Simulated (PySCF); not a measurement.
C4H10OSi, SMILES C=C(CC)[SiH2]O.

The structure is a stationary point at B3LYP-D3(BJ)/def2-SVP. The structure was generated by enumeration, and PubChem lists no compound with its InChIKey, so it may never have been made. One conformer was computed; it need not be the lowest.

These are PBE/def2-TZVP in PySCF values and carry that method's errors.

The molecule is in vacuum.

Computed frontier levels, gap, dipole moment and polarisability:
```yaml
highest_occupied_level: -6.42 eV
lowest_empty_level: -1.18 eV
orbital_gap: 5.24 eV
dipole_moment: 1.67 D
quadrupole, principal values (traceless, Buckingham form, about the centre of nuclear charge): -6.57, -0.93, 7.50 D·Å
mean_static_polarisability: 80.4 bohr³ (11.92 Å³)
polarisability_principal_values: 63.0, 86.1, 92.1 bohr³
```
